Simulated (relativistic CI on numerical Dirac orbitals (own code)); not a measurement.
Calculated at this level of theory: Dirac-Coulomb-Breit CI, orbitals from a KLI potential per configuration, a model potential for QED, unscaled Slater integrals (own radial code, finite nucleus).

The strongest absorption lines from the ground level of an ion, among the configurations computed and to levels below about 114 eV (vacuum wavelength in Å, gf): 109.21 (4.6), 109.53 (27), 110.67 (20), 146.11 (0.87), 146.37 (1.2), 147.53 (0.48), 149.07 (0.77), 150.82 (0.5).

Problem. Which ion is it?
A. Xe XII
B. Sn VI
C. Te VIII
D. Xe X

Solution. D. Xe X has 45 electrons and the ground level 4s2 4p6 4d9 2D_5/2; the strongest line goes to 4s2 4p6 4d8 4f 2F°_7/2. The pattern of lines fixes the number of electrons, and along that sequence the line energies rise steadily with the charge (about as its square where n changes within one kind of shell, about linearly where n is kept but much faster in heavy ions where fine structure, which grows about as Z⁴, sets the gap, and irregularly where shells cross), which fixes Z. Configurations outside the model, such as inner-shell arrays, can give stronger lines. At this charge energies of transitions that change n are usually good to better than 1 %, and those within a shell (Δn = 0) to a few per cent. Levels and lines within the n = 5 or 6 shells can be off by up to 10 % or somewhat more, and those that change n by about 2 %, since core polarisation is missing.

LS names give the leading component of a level, which can be under half, so a name can repeat, a term be missing and a line seem to break the LS rules.
